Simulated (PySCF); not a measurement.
# Structure elucidation problem

An unknown has the formula CH$_{8}$FN$_{3}$Si. Its calculated NMR data are:

¹H NMR (300 MHz, computed): δ 2.70 (s, 3H), 0.85 (br s, 1H), 0.42 (br s, 4H).

¹³C{¹H} NMR (computed): δ 30.3 (CH3).

- geometry: GFN2-xTB
- shieldings: GIAO PBE0/pcSseg-1
- program: PySCF
- single conformer, equivalent nuclei averaged, non-relativistic, isolated molecule

Scale: TMS for ¹H (σref 31.72), ¹³C (σref 186.93) (reference shieldings calculated alike).

**Question.** Propose a structure and justify it.

**Answer.** 
Rings plus π bonds: 0. Carbon types of the structure: 1 × CH3, leaving 5 H on heteroatoms. δC 30.3: methyl carbon bonded to N; the inductive effect lowers its shielding. δH 2.70: hydrogen on a methyl carbon bonded to N; its carbon carries N, an electronegative neighbour. δH 0.85: hydrogen on a nitrogen bonded to C, Si; exchangeable; this is the value without hydrogen bonding to other molecules. δH 0.42: hydrogen on a nitrogen bonded to Si; exchangeable; this is the value without hydrogen bonding to other molecules.

These data were computed for `N(C)[Si](N)(N)F`.

The shifts were computed for this structure.

OH and NH positions are those of a molecule without intermolecular hydrogen bonds; in solution they move with solvent, concentration and temperature, and exchange usually removes their couplings. Splittings by ¹⁹F in the carbon and heteronuclear signals aren't shown, as no couplings were computed. Shifts are as computed. Against solution values, carbons near 30 ppm lie about +3 ppm off and those near 130 ppm about +5 ppm (rms about the fit 2.1 ppm; single classes can miss by 10 ppm). Of 1328 compounds with measured shifts, 309 miss one by over three times the rms of a fit or turn the order of signals round; such compounds aren't used in these exercises. Signals without a measured value on file couldn't be tested in this way; 1H shifts scatter by 0.2 ppm about their fit, and single ones miss by 0.5 ppm.
